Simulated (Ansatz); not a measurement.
`BB(O)N=C` + HBr → `BB(O)Br` + `C=N` at 700 K and 1 bar (ligand exchange at a B–N bond).

Program: Ansatz. Geometries: PBE0-D4/def2-TZVP. ΔE: electronic, gas phase. CCSD(T)/CBS is the MP2 limit (def2-TZVPP, def2-QZVPP) plus CCSD(T) − MP2 in def2-TZVPP, frozen cores. This one scheme is used for every species. For Br outer-core shells are correlated without core-valence functions, which leaves a few kJ/mol of doubt a bond. Scalar relativity is left out up to krypton. Each species was taken in one conformer, which may not be the lowest.

| species | CCSD(T)/CBS energy (Eh) | H − E (kJ/mol) | S (J/(mol·K)) |
| --- | --- | --- | --- |
| `BB(O)N=C` | -220.53253 | 256.7 | 443.5 |
| HBr | -2573.91920 | 36.5 | 223.7 |
| `BB(O)Br` | -2699.94100 | 162.3 | 401.5 |
| `C=N` | -94.52360 | 135.6 | 268.6 |

H − E and S are ideal-gas, rigid-rotor, harmonic terms from PBE0-D4/def2-TZVP, for one conformer and one mirror image of each species. 1 Eh = 2625.50 kJ/mol, R = 8.31446 J/(mol·K).

By hand: ΔE, ΔH, ΔS and ΔG.

ΔE = (-2699.94100) + (-94.52360) − (-220.53253) − (-2573.91920) = -0.01287 Eh = -33.8 kJ/mol. Δ(H − E) = 162.3 + 135.6 − 256.7 − 36.5 = 4.7, so ΔH = -29.1 kJ/mol. ΔS = 401.5 + 268.6 − 443.5 − 223.7 = 2.9 J/(mol·K). ΔG = -29.1 − 700 × (2.9)/1000 = -31.1 kJ/mol.

By hand: the equilibrium constant, and the temperature at which ΔG would vanish if ΔH and ΔS stayed fixed.

log₁₀ K = −ΔG/(RT ln 10) = 2.3. ΔH and −TΔS have one sign here, so there is no such temperature.

The number of gas molecules stays the same, so ΔS is small and ΔH decides. A doubt of 5 kJ/mol in ΔE shifts log₁₀ K by 0.4 here. Other conformers and mirror images would add mixing entropy, several J/(mol·K) or more a flexible species. These are equilibria of isolated gas molecules and say nothing of rates. Largest T1 diagnostic: 0.014 (customary marks: 0.02 for closed shells, 0.045 for open ones).

ΔS is within the doubt of such terms, so its sign, and with it that verdict, could turn.
